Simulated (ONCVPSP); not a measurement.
# F (Z = 9), ONCV: configuration errors across variants

```
Element                 : F (Z = 9)
Generator               : ONCVPSP 4.0.1
Type                    : optimised norm-conserving Vanderbilt (ONCV)
Functional              : LDA (Perdew-Wang 92)
Relativity              : fully relativistic
Frozen core             : [He]
Valence charge          : 7
Reference configuration : 2s2 2p5
Partial waves           : 2s: rc 0.65 bohr, ncon 5, nbas 8, qcut 11.1 1/bohr, local; 2p: rc 1.10 bohr, ncon 4, nbas 8, qcut 12.9 1/bohr, 2 projectors, debl 0.8 Ha
Local potential         : the s channel
Core correction         : Teter function, fcfact 3.75, rcfact 1.05
```

Open shells are filled in proportion to 2j + 1.

All-electron excitation energies from the reference (eV): (1) 2s2 2p4 19.558; (2) 2s2 2p3 58.076; (3) 2s2 2p2 118.816; (4) 2s1 2p6 18.392.

1 further variants failed, have other tests or too few solved ones, and are left out.

Errors AE − PS in meV (a dash: test not solved or not reliable):

| change | (1) | (2) | (3) | (4) | bound ghosts | GHOST(+) flags above zero |
| --- | --- | --- | --- | --- | --- | --- |
| base | +8.2 | +71 | +291 | +19 | none | none |
| p: qcut 8.9 | +18 | +145 | +574 | +25 | none | none |
| p: rc 1 | +5.8 | +52 | +221 | +17 | none | none |
| s: rc 0.62 | +8.4 | +72 | +294 | +19 | none | none |
| s: nbas 9 | +8.2 | +70 | +291 | +19 | none | none |
| all radii but the core radius scaled by about 1.21 (s 0.78, p 1.34 bohr) | +16 | +131 | +514 | +22 | none | none |

(1) Give the same row for: core correction Teter function, fcfact 3.75, rcfact 1.

## Answers

(1) +8.3, +71, +294, +19; bound ghosts: none; GHOST(+) flags above zero: none.
